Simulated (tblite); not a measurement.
Species: C₄H₁₁B₂NO₃.
Atom-mapped SMILES: `[CH3:1][CH2:2][C:3]#[N+:4][BH2-:5][O:6][CH2:7][B:8]([OH:9])[OH:10]` (hydrogens: H11, H12, H13 on C1; H14, H15 on C2; H16, H17 on B5; H18, H19 on C7; H20 on O9; H21 on O10)
Bond orders are those of one Lewis drawing.

Computed with GFN2-xTB (tblite), gas phase: L-BFGS steps from a force-field or distance-geometry start until the largest atomic force falls under 0.01 eV/Å.

The end geometry, which sets the zero of energy:
```
atom  x, y, z in Å
C1     -3.6116   -0.6438   -0.1329
C2     -2.2593   -0.1334   -0.6422
C3     -1.4193    0.2761    0.4476
N4     -0.8349    0.5887    1.3892
B5      0.5850    0.9285    2.0009
O6      1.4859    0.1745    1.1761
C7      1.6743    0.5582   -0.1663
B8      2.8420   -0.3602   -0.7847
O9      3.1692   -0.2760   -2.0921
O10     3.4762   -1.2329    0.0306
H11    -3.4724   -1.4970    0.5259
H12    -4.2267   -0.9492   -0.9750
H13    -4.1325    0.1363    0.4163
H14    -1.7420   -0.9231   -1.1949
H15    -2.4008    0.7206   -1.3116
H16     0.5835    0.5034    3.1037
H17     0.6220    2.1199    1.8879
H18     0.7266    0.4363   -0.7274
H19     1.9158    1.6304   -0.2275
H20     3.8867   -0.8619   -2.3402
H21     3.1235   -1.1783    0.9254
```

Problem. These geometries come from the run, each turned onto the end geometry. Order them by energy, lowest first.
A.
```
atom  x, y, z in Å
C1     -4.2064   -0.7105    0.1246
C2     -3.3740    0.3772   -0.5484
C3     -2.0383    0.3959   -0.0139
N4     -1.0303    0.3278    0.5307
B5      0.3421    0.3242    1.1476
O6      1.2361   -0.3735    0.2166
C7      2.4284    0.3398    0.0650
B8      3.6387   -0.3259   -0.6928
O9      3.7323   -1.6738   -0.9382
O10     4.7045    0.4542   -1.0592
H11    -3.6064   -1.2474    0.8481
H12    -4.5836   -1.4304   -0.5955
H13    -5.0669   -0.3012    0.6452
H14    -3.3169    0.2207   -1.6174
H15    -3.8113    1.3658   -0.4121
H16     0.2448   -0.2115    2.2149
H17     0.6131    1.4930    1.2370
H18     2.2109    1.3668   -0.2572
H19     2.8658    0.4757    1.0660
H20     4.2043   -2.0408   -0.1952
H21     4.8043    1.1909   -0.4571
```
B.
```
atom  x, y, z in Å
C1     -3.5261   -0.6353   -0.3246
C2     -2.2752    0.1880   -0.6571
C3     -1.4409    0.3696    0.5012
N4     -0.8873    0.5245    1.5010
B5      0.5489    0.7023    2.1472
O6      1.4155   -0.0442    1.2852
C7      1.5220    0.3082   -0.0683
B8      2.7887   -0.4569   -0.7157
O9      2.5831   -1.5709   -1.4430
O10     4.0617   -0.0155   -0.5586
H11    -3.2434   -1.6282    0.0179
H12    -4.1419   -0.7303   -1.2155
H13    -4.1137   -0.1545    0.4545
H14    -1.6925   -0.3254   -1.4255
H15    -2.5490    1.1779   -1.0360
H16     0.5207    0.2083    3.2192
H17     0.6572    1.9001    2.1230
H18     0.5878    0.0301   -0.5929
H19     1.6130    1.4055   -0.1633
H20     3.3932   -1.9941   -1.7339
H21     4.1695    0.7579   -0.0062
```
C.
```
atom  x, y, z in Å
C1     -3.5615   -0.6155   -0.2413
C2     -2.2158   -0.0223   -0.6770
C3     -1.3759    0.2062    0.4643
N4     -0.8488    0.4155    1.4669
B5      0.5356    0.8688    2.0852
O6      1.5095    0.1879    1.2748
C7      1.6167    0.4659   -0.0971
B8      2.7941   -0.4184   -0.7476
O9      2.7003   -0.7841   -2.0472
O10     3.8681   -0.7760   -0.0075
H11    -3.4078   -1.5889    0.2207
H12    -4.2063   -0.7293   -1.1099
H13    -4.0501    0.0409    0.4722
H14    -1.7099   -0.6971   -1.3743
H15    -2.3650    0.9377   -1.1822
H16     0.5741    0.4771    3.2037
H17     0.4306    2.0509    1.9245
H18     0.6515    0.2760   -0.6105
H19     1.8155    1.5383   -0.2580
H20     3.4617   -1.2696   -2.3702
H21     3.7745   -0.5469    0.9193
```
D.
```
atom  x, y, z in Å
C1     -4.2506   -0.7336    0.1481
C2     -3.3900    0.3331   -0.5546
C3     -2.0683    0.3899   -0.0015
N4     -1.0287    0.4403    0.4833
B5      0.3027    0.4165    1.2028
O6      1.2686   -0.1986    0.3036
C7      2.4960    0.4612    0.1549
B8      3.6869   -0.4319   -0.4583
O9      3.6367   -1.7707   -0.5191
O10     4.8314    0.1735   -0.9118
H11    -3.6627   -1.2732    0.8852
H12    -4.6369   -1.4481   -0.5716
H13    -5.0927   -0.2748    0.6575
H14    -3.2977    0.1233   -1.6227
H15    -3.8426    1.3223   -0.4488
H16     0.0544   -0.2577    2.1636
H17     0.5006    1.5691    1.4724
H18     2.3696    1.3701   -0.4702
H19     2.8363    0.8402    1.1376
H20     4.4292   -2.1612   -0.8919
H21     4.8491    1.1272   -0.8498
```
E.
```
atom  x, y, z in Å
C1     -3.6002   -0.6450   -0.1446
C2     -2.2347   -0.1521   -0.6361
C3     -1.3968    0.2388    0.4627
N4     -0.8239    0.5532    1.4111
B5      0.5905    0.9562    2.0070
O6      1.5092    0.2138    1.1932
C7      1.6717    0.5682   -0.1595
B8      2.8246   -0.3641   -0.7840
O9      3.1654   -0.2573   -2.0854
O10     3.4296   -1.2699    0.0161
H11    -3.4885   -1.5362    0.4673
H12    -4.2310   -0.8868   -0.9968
H13    -4.0919    0.1206    0.4512
H14    -1.7285   -0.9408   -1.2000
H15    -2.3612    0.7150   -1.2913
H16     0.6114    0.5630    3.1215
H17     0.5735    2.1456    1.8610
H18     0.7139    0.4297   -0.7008
H19     1.9089    1.6386   -0.2499
H20     3.8686   -0.8548   -2.3457
H21     3.0806   -1.2185    0.9119
```

Solution. E (0.003 eV), C (0.067 eV), B (0.209 eV), D (0.554 eV), A (1.397 eV).

In the order of the answer:

```
step  E above end (eV)  largest force (eV/Å)  rms force component (eV/Å)  rms distance from end (Å)  rms bond change (Å)  bond most changed (Å)
 233             0.003                  0.03                       0.012                      0.045                0.001           N4–B5 +0.004
 203             0.067                  0.15                       0.053                      0.351                0.002           O6–C7 -0.005
 168             0.209                  0.07                       0.025                      0.830                0.004         O10–H21 -0.007
  35             0.554                  0.07                       0.023                      1.547                0.018           N4–B5 -0.069
   6             1.397                  0.86                       0.231                      1.561                0.022           N4–B5 -0.078
```

The cost below is that of the whole relaxation. Time: 1.6 s of wall time. Hardware: one thread of an Arm Neoverse V2, shared host with 96 logical CPUs at a one-minute load of 3.9.
